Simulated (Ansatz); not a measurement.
A run for Ansatz (an electronic-structure program): R-PBE/def2-TZVPP on CAu4 (SMILES [Au][C]([Au])([Au])[Au]). Elements past Kr take the def2 small-core potentials; no spin–orbit coupling.

Ansatz 0.2 input:
```yaml
crystal:
  periodic: [false, false, false]
  atoms:
    - {symbol: C, position_ang: [-0.00000000, 0.00000000, -0.00000000]}
    - {symbol: Au, position_ang: [1.14882040, 1.14882040, 1.14882040]}
    - {symbol: Au, position_ang: [1.14882040, -1.14882040, -1.14882040]}
    - {symbol: Au, position_ang: [-1.14882040, 1.14882040, -1.14882040]}
    - {symbol: Au, position_ang: [-1.14882040, -1.14882040, 1.14882040]}
basis:
  gaussian:
    orbitals: def2-TZVPP
hamiltonian:
  xc: {name: PBE}
scf: {lower_state_search: off}
```

It printed:

```
WARN ansatz: RAYON_NUM_THREADS=4 ignored (pool sized by the plan → 4); use --threads N
Functional definition: PBE
these checks for a lower state are left out or cut short: stability, starts, cluster_reference, orbital_swaps, neighbouring_geometries, increment
integrals: 0.26 GiB planned
1672 factors; their error is unknown
mean field: 1.62 GiB planned
mean field evaluation 1: about -15800.2875 eV, gradient 8.9e1 eV
mean field evaluation 2: about -15634.8481 eV, gradient 2.9e2 eV
mean field evaluation 4: about -15814.8445 eV, gradient 1.7e1 eV
mean field evaluation 8: about -15815.4481 eV, gradient 9.6e-2 eV
mean field evaluation 16: about -15815.4350 eV, gradient 8.8e-5 eV
mean field -15815.43498388 eV, -581.2065155709 hartree, gradient 7.4e-6 eV, S^2 0.000000; 0 other end points of the search recorded, 0 dependent functions left out
reference -15815.43502602 eV, -581.2065171195 hartree; 41, 41 occupied and 214, 214 virtual orbitals, 1672 factors
Total energy: -15815.43502602 eV, -581.2065171195 hartree
Checks for a lower state left out: stability, starts, cluster_reference, orbital_swaps, neighbouring_geometries, increment
```

The run converged.

Cost: around 5 core-seconds (rough).
